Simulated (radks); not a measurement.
All-electron atom: F3+ in [He] 2s2 2p1 3p1 (not the ground configuration). All-electron calculation, scalar-relativistic Kohn-Sham, BLYP, spin-polarised, spherical densities, finite nucleus; open shells are filled with parallel spins first; Fermi nuclear charge, rms radius 2.8976 fm. Program: a radial shooting solver on a logarithmic mesh with Libxc functionals.

Normalised radial functions P(r) = r R(r), r in bohr:

```
   r/bohr * 1s down, o 3p up (the largest magnitude, 2.15, reaches the edge; | marks zero, & curves that meet)
 0.005566                             o  *
 0.007019                             o   *
 0.008852                             o    *
  0.01107                             o      *
  0.01397                             o       *
  0.01761                             o         *
  0.02221                             o           *
  0.02801                             o             *
  0.03505                             o                *
   0.0442                             o                  *
  0.05574                             o                     *
  0.07029                             |o                      *
  0.08864                             |o                        *
   0.1109                             |o                         *
   0.1399                             | o                       *
   0.1764                             | o                     *
   0.2224                             |  o                 *
   0.2783                             |   o           *
   0.3509                             |    o     *
   0.4426                             |    o *
   0.5582                             |  * o
   0.7039                             |* o
   0.8806                             *o
    1.111                           o *
    1.401                        o    *
    1.766                     o       *
    2.228                    o        *
    2.787                     o       *
    3.514                        o    *
    4.432                          o  *
    5.589                            o*
    7.049                             &
```

1s down: eigenvalue -762.79 eV, 0 radial nodes, <r> = 0.176 bohr, 90 % of the charge inside 0.314 bohr. 3p up: eigenvalue -27.475 eV, 1 radial node at r = 0.972 bohr, <r> = 2.40 bohr, 90 % of the charge inside 3.56 bohr.
